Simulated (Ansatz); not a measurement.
benzenedithiol (C$_{6}$H$_{6}$S$_{2}$), singlet, geometry from GFN2-xTB. Base run: Ansatz (an electronic-structure program) with CAM-B3LYP/6-31G.

The Ansatz input:
Ansatz 0.2 input:
```yaml
crystal:
  periodic: [false, false, false]
  atoms:
    - {symbol: S, position_ang: [-3.14116872, -0.26264692, -0.09295716]}
    - {symbol: C, position_ang: [-1.38195401, -0.09892678, -0.04553054]}
    - {symbol: C, position_ang: [-0.75085903, 1.10020482, -0.34640723]}
    - {symbol: C, position_ang: [0.62724100, 1.18826431, -0.29805128]}
    - {symbol: C, position_ang: [1.38309751, 0.07775779, 0.05149196]}
    - {symbol: S, position_ang: [3.14783621, 0.13921546, 0.12771684]}
    - {symbol: C, position_ang: [0.75043301, -1.12379036, 0.35295925]}
    - {symbol: C, position_ang: [-0.62427860, -1.21163333, 0.30472219]}
    - {symbol: H, position_ang: [-3.39163766, 0.99403030, -0.45651050]}
    - {symbol: H, position_ang: [-1.33037006, 1.97029991, -0.61960607]}
    - {symbol: H, position_ang: [1.10908733, 2.12617929, -0.53400830]}
    - {symbol: H, position_ang: [3.26128319, 1.41914662, -0.22306711]}
    - {symbol: H, position_ang: [1.34218743, -1.98436192, 0.62415105]}
    - {symbol: H, position_ang: [-1.11930943, -2.14164960, 0.53777994]}
basis:
  gaussian:
    orbitals: 6-31G
hamiltonian:
  xc: cam_b3lyp
```

The base run was repeated with changes; each row names its change, and settings that it needs were set with it.

```csv
change,basis functions,E (Eh),core-seconds (rough)
base,92,-1028.33915,5
basis = STO-3G,54,-1016.79532,2
basis = def2-SV(P),132,-1028.06800,6
basis = 6-31G*,140,-1028.46316,10
basis = pc-1,150,-1028.46979,8
basis = cc-pVDZ,150,-1028.51953,8
basis = def2-SVP,150,-1028.08825,6
basis = 6-31G**,158,-1028.47576,7
basis = cc-pV(D+d)Z,160,-1028.52817,9
basis = 6-31+G*,172,-1028.47312,10
basis = aug-pcseg-1,246,-1028.44444,20
basis = aug-cc-pVDZ,246,-1028.53801,20
"basis = 6-311+G(2d,p)",268,-1028.59763,20
```

Totals compare only among sets that treat the same electrons; sets with core potentials leave the core out.
